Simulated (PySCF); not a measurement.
**From computed data to an observable: dipole moment from atomic charges**

selenium dioxide (O2Se), SMILES O=[Se]=O. Atoms are numbered in the order given.

```xyz
3

O      0.0000    -1.3396    -0.5939
Se     0.0000     0.0000     0.2795
O      0.0000     1.3396    -0.5939
```

The structure is a stationary point at PBE0-D3(BJ)/def2-TZVP.

Charges (e) from M06-2X/def2-TZVPD run with PySCF:

```csv
atom,ESP fit,IAO
O1,-0.372,-0.777
Se2,0.744,1.554
O3,-0.372,-0.777
```

The dipole moment of the full density is 2.95 D.

### Question
What dipole moment does each set of point charges give, and which comes closer to that of the density?

### Answer

μ = Σ q r, and 1 e Å = 4.8032 D.
ESP fit: Σ q r = (0.000, 0.000, 0.650) e Å, |μ| = 3.12 D.
IAO: Σ q r = (0.000, 0.000, 1.357) e Å, |μ| = 6.52 D.
ESP fit comes closer in size. Point charges leave out the atoms' own dipoles (lone pairs, polarised bonds); fits to the potential absorb them, partitions of the density don't.
